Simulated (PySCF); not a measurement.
C₄H₄F₂, SMILES F/C=C(\F)C=C. Atoms are numbered in the order given.

```xyz
10

C      0.0449    -2.4464     0.0000
C      0.6903    -1.2738     0.0000
C      0.0206     0.0107     0.0000
F     -1.3107    -0.0121     0.0000
C      0.6639     1.1874     0.0000
F      0.0218     2.3438     0.0000
H     -1.0468    -2.4881     0.0000
H      0.5925    -3.3905     0.0000
H      1.7840    -1.2383     0.0000
H      1.7529     1.2634     0.0000
```

Geometry: PBE0-D3(BJ)/def2-SVP. Other conformers were not sampled.

The numbers are results of PySCF with PBE/def2-TZVP, not measurements.

Isolated molecule, no solvent.

Computed frontier levels, gap, dipole moment and polarisability:
```json
{
  "highest_occupied_level": "-5.73 eV",
  "lowest_empty_level": "-1.92 eV",
  "orbital_gap": "3.82 eV",
  "dipole_moment": "1.98 D",
  "quadrupole, principal values (traceless, Buckingham form, about the centre of nuclear charge)": "-3.40, -0.67, 4.06 D·Å",
  "mean_static_polarisability": "55.2 bohr³ (8.18 Å³)",
  "polarisability_principal_values": "31.4, 45.1, 89.2 bohr³"
}
```
